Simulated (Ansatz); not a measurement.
Reaction (redistribution): `F[Si](F)(F)[SiH](Cl)Cl` + `BN[SiH](F)F` → `F[SiH](F)N[SiH](Cl)Cl` + `B[Si](F)(F)F`

Computed with Ansatz on PBE0-D4/def2-TZVP structures; ΔE is electronic, products minus reactants. CCSD(T)/CBS is the MP2 limit (def2-TZVPP, def2-QZVPP) plus CCSD(T) − MP2 in def2-TZVPP, frozen cores. One conformer a species, not always the lowest.

```
                 species  HF/def2-TZVPP energy (Eh)
`F[Si](F)(F)[SiH](Cl)Cl`                -1796.27633
           `BN[SiH](F)F`                 -569.62402
 `F[SiH](F)N[SiH](Cl)Cl`                -1752.43680
          `B[Si](F)(F)F`                 -613.44276
```

(1) Work out ΔE.

Largest T1 diagnostic among the species: 0.012.

## Answers

(1) ΔE = (-1752.43680) + (-613.44276) − (-1796.27633) − (-569.62402) = 0.02079 Eh = +54.6 kJ/mol. CCSD(T)/CBS gives +65.5 kJ/mol.

From PBE to PBE0 (25 % exact exchange), in def2-TZVPP and without D4, ΔE moves by −9.2 kJ/mol. In def2-TZVPP, CCSD(T) changes the Hartree–Fock value by +11.2 kJ/mol (the triples alone add +3.1 kJ/mol) and MP2 by +9.6 kJ/mol.
